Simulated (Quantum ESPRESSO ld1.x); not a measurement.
Q: These are the eigenvalues of the occupied orbitals of an atom or ion with whole-number occupations (hartree). All-electron calculation, scalar-relativistic Kohn-Sham, LDA (Slater exchange, VWN5 correlation), spin-polarised, spherical densities, point nucleus. Program: ld1.x of Quantum ESPRESSO 7.5.

orbital  eigenvalue
1s         -2638.85
2s         -525.580
2p         -470.710
3s         -182.038
3p         -165.699
3d         -147.652

Which element is it, and in what charge state? The configuration may be excited. Open shells, if any, are filled with parallel spins first.

A: Z = 74, tungsten, charge +46: W46+ in [Ar] 3d10. The list shows which subshells hold electrons but not how many an open one holds; the 1s level, -2638.9 hartree, gives Z - s = 72.6 by -(Z - s)^2/2, which with screening and relativity narrows Z to a few neighbours, and the depths of the outer levels then fix element, charge and occupations together.
